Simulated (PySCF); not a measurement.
C3H10Si3, SMILES C[SiH2][SiH2]C#C[SiH3]. Atoms are numbered in the order given.

```xyz
16

C     -2.1984    -1.6611    -0.5050
Si    -2.4329    -0.1456     0.5865
Si    -0.9211     1.5266    -0.0708
C      0.7404     0.7376    -0.1127
C      1.8101     0.1397    -0.1259
Si     3.4173    -0.7425    -0.1469
H     -2.4276    -1.4246    -1.5551
H     -2.8553    -2.4838    -0.1843
H     -1.1547    -2.0064    -0.4510
H     -3.8313     0.3823     0.4888
H     -2.1627    -0.4757     2.0214
H     -1.2364     2.0386    -1.4403
H     -0.8915     2.6828     0.8753
H      4.0695    -0.6188     1.1888
H      4.3020    -0.1483    -1.1905
H      3.1884    -2.1844    -0.4546
```

The structure is a stationary point at PBE0-D3(BJ)/def2-SVP. This is a generated structure with no PubChem entry under its InChIKey; it may be hypothetical. The values are those of a single conformer.

All values below come from PBE/def2-TZVP in PySCF.

ESP charges are fitted to the potential on shells at 1.4 to 2.0 van der Waals radii. Atomic charges (e):

| atom | IAO | ESP fit |
|---|---|---|
| C1 | -0.71 | -0.66 |
| Si2 | (withheld) | 0.42 |
| Si3 | 0.44 | -0.03 |
| C4 | (withheld) | -0.07 |
| C5 | -0.31 | -0.13 |
| Si6 | (withheld) | 0.17 |
| H7 | (withheld) | 0.19 |
| H8 | (withheld) | 0.18 |
| H9 | (withheld) | 0.18 |
| H10 | -0.10 | -0.10 |
| H11 | -0.10 | -0.09 |
| H12 | -0.09 | 0.01 |
| H13 | -0.08 | 0.00 |
| H14 | (withheld) | -0.02 |
| H15 | (withheld) | -0.02 |
| H16 | (withheld) | -0.02 |

Question: Complete the blanks. (The exact figures need the calculation; the answer reports its results.)

Answer: 
- Si2, IAO: 0.46
- C4, IAO: -0.29
- Si6, IAO: 0.59
- H7, IAO: 0.16
- H8, IAO: 0.16
- H9, IAO: 0.17
- H14, IAO: -0.10
- H15, IAO: -0.10
- H16, IAO: -0.10

Computed Mayer and Wiberg (Löwdin basis) orders of the bonds:
| bond | Mayer | Wiberg |
|---|---|---|
| C1–Si2 | 1.01 | 1.27 |
| Si2–Si3 | 0.94 | 1.07 |
| Si3–C4 | 1.06 | 1.21 |
| C4–C5 | 2.46 | 2.79 |
| C5–Si6 | 1.03 | 1.24 |
| C1–H7 | 0.94 | 0.90 |
| C1–H8 | 0.94 | 0.90 |
| C1–H9 | 0.94 | 0.90 |
| Si2–H10 | 0.93 | 0.92 |
| Si2–H11 | 0.93 | 0.92 |
| Si3–H12 | 0.92 | 0.90 |
| Si3–H13 | 0.92 | 0.91 |
| Si6–H14 | 0.93 | 0.94 |
| Si6–H15 | 0.93 | 0.94 |
| Si6–H16 | 0.93 | 0.94 |
